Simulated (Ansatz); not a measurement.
CH6AlFOSi (`[OH][Al]([F])[CH2][SiH3]`). Total charge 0; spin multiplicity 1. The geometry is a stationary point of PBE0-D4/def2-TZVP. It is one conformer, not always the lowest.

```xyz
11

O     0.237    2.461   -0.905
Al   -0.730    1.103   -0.652
F    -2.356    1.298   -0.442
C     0.058   -0.654   -0.609
Si    0.545   -1.266    1.089
H    -0.089    3.359   -0.924
H     0.953   -0.644   -1.240
H    -0.651   -1.370   -1.038
H     1.529   -0.337    1.709
H    -0.650   -1.326    1.975
H     1.154   -2.623    1.038
```

Task: What is the dipole moment at B3LYP/def2-TZVPP? (Best estimate.)

Result: The calculation gave: 1.03 D, with components (0.47, 0.21, -0.89) D in this frame, pointing from negative to positive charge.

Task: And with PBE, r2SCAN, ωB97M-V? (Estimate.)

Result: The calculation gave: PBE 1.05 D, r2SCAN 1.07 D, ωB97M-V 1.03 D.

Task: Give the Mulliken charges with B3LYP, PBE, ωB97M-V in def2-TZVPP. (Estimate.)

Result: Ansatz gave: 
```tsv
atom	B3LYP	PBE	ωB97M-V
O1	-0.40	-0.36	-0.38
Al2	0.73	0.62	0.74
F3	-0.37	-0.33	-0.36
C4	-0.39	-0.34	-0.50
Si5	0.23	0.15	0.14
H6	0.18	0.18	0.17
H7	0.11	0.12	0.14
H8	0.11	0.11	0.13
H9	-0.07	-0.05	-0.03
H10	-0.06	-0.05	-0.03
H11	-0.07	-0.06	-0.03
```

B3LYP here is the variant with VWN-RPA as its local correlation; programs differ in this.
